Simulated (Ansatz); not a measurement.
Energy profile

The step: BNH₄ ([BH2][NH2]) + NH₃ + HF → BH₂F ([BH2][F]) + NH₃ + NH₃ (still joined by a long B–N bond); bonds formed: B1–F6, N2–H7, H5–N8; bonds broken: H5–F6, H7–N8; bonds weakened to dative contacts: B1–N2 (atoms numbered as in the saddle structure below).

B1  (-1.273, -0.601, -0.643)
N2  (0.016, -1.260, -0.393)
H3  (-1.521, -0.334, -1.788)
H4  (-2.170, -0.895, 0.099)
H5  (-0.106, 1.257, 0.340)
F6  (-1.087, 1.124, -0.070)
H7  (1.243, 0.160, 0.500)
N8  (1.168, 1.146, 0.783)
H9  (0.547, -1.538, -1.203)
H10  (0.020, -1.998, 0.293)
H11  (1.302, 1.235, 1.782)
H12  (1.860, 1.704, 0.300)
(Å)

Electronic energies by CCSD(T) at an estimated basis limit (MP2 extrapolated from triple and quadruple zeta, plus CCSD(T) − MP2 in triple zeta), on PBE0-D4/def2-TZVP structures; BN2H8F, closed shell; no counterpoise correction. Ansatz 0.2.0; basis: def2-TZVPP and def2-QZVPP; cores frozen in the correlated methods. Extrapolation: Hartree–Fock as exp(−7.88 √X), correlation as X^−2.97.

Problem. Give the profile in eV, counted from the separated reactants. (An estimate is asked for; the value comes from the calculation.)

Solution. Computed:
```csv
point,eV
"separated: BNH4 (linked as [BH2][NH2]; B1, N2, H3, H4, H9, H10; singlet) + HF (H5, F6; singlet) + NH3 (H7, N8, H11, H12; singlet)",0.000
start structure,-0.577
saddle,-0.245
end structure,-1.382
"separated: BH2F (linked as [BH2][F]; B1, H3, H4, F6; singlet) + NH3 (N2, H7, H9, H10; singlet) + NH3 (H5, N8, H11, H12; singlet)",0.041
```
The saddle lies below the separated reactants: the barrier is submerged.

The T1 diagnostic stays at or below 0.014.

Steps of this kind, hydrogen fluoride cutting a network bond, underlie vapour etching and the fluorination step of atomic layer etching.

For scale, one of the runs: CCSD(T)/def2-TZVPP, 236 basis functions, launched by `ansatz run in.yaml --threads 4 --pin off --events-out ev --progress --plain --max-ram 9574MiB`. Hardware: 4 CPU threads of an Arm Neoverse V2, shared host. Wall time 100 s; peak host memory 4.7 GiB.
